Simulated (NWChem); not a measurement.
Two isomers of C₄H₅FO, each optimised at PBE0/def2-SVP with NWChem. Flexible species stand in one conformer each, which need not be the lowest. 

A: COC=C=CF
B: F/C=C/OC=C

Task: Which is lower in energy, by how much, and how do their other properties compare?

Result: B is lower by 8.0 kcal/mol in electronic energy; with zero-point energies, B − A = -8.3 kcal/mol.
```csv
,A,B
highest occupied level (eV),-6.99,-6.56
orbital gap (eV),7.19,6.56
dipole (D),1.57,1.18
highest harmonic frequency (cm⁻¹),3193,3309
zero-point energy (kcal/mol),52.1,51.9
```
